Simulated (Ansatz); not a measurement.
`[OH][Sn][N]([SiH3])[SiH3]` at its PBE0-D4/def2-TZVP geometry, where that method's forces vanish. Charge 0, multiplicity 1. Sn: def2 effective core potential.

| atom | x (Å) | y (Å) | z (Å) |
| --- | --- | --- | --- |
| O1 | -2.3251 | -1.5945 | 1.1349 |
| Sn2 | -1.4236 | 0.0198 | 1.8249 |
| N3 | -0.0245 | 0.2484 | 0.2970 |
| Si4 | 1.0367 | 1.6094 | 0.4045 |
| Si5 | 0.1615 | -0.8616 | -1.0135 |
| H6 | -2.1022 | -1.9088 | 0.2532 |
| H7 | 2.4700 | 1.2055 | 0.4349 |
| H8 | 0.8568 | 2.5560 | -0.7297 |
| H9 | 0.7210 | 2.3267 | 1.6743 |
| H10 | -1.1641 | -1.3833 | -1.4583 |
| H11 | 0.9966 | -2.0382 | -0.6476 |
| H12 | 0.7969 | -0.1794 | -2.1747 |

Question: For each bond, give half the difference of the two atoms' forces along it (eV/Å; positive pushes the atoms apart) under PBE-D4, r2SCAN-D4, B3LYP-D4, ωB97M-V in def2-TZVPP. (An estimate is asked.)

Answer: The calculation gave: 
```csv
bond,length (Å),PBE-D4,r2SCAN-D4,B3LYP-D4,ωB97M-V
O1–Sn2,1.974,0.40,0.10,0.30,-0.01
O1–H6,0.962,0.40,0.02,-0.07,-0.09
Sn2–N3,2.084,0.17,0.06,0.24,-0.04
N3–Si4,1.729,0.10,0.04,0.05,0.11
N3–Si5,1.727,0.09,0.03,0.07,0.12
Si4–H7,1.489,0.04,-0.02,-0.08,-0.11
Si4–H8,1.488,0.04,-0.02,-0.09,-0.12
Si4–H9,1.492,0.05,-0.05,-0.10,-0.11
Si5–H10,1.492,0.06,-0.03,-0.10,-0.13
Si5–H11,1.488,0.03,-0.03,-0.09,-0.12
Si5–H12,1.489,0.05,-0.03,-0.09,-0.11
```

B3LYP here is the variant with VWN-RPA as its local correlation; programs differ in this.

Program: Ansatz 0.2.0.
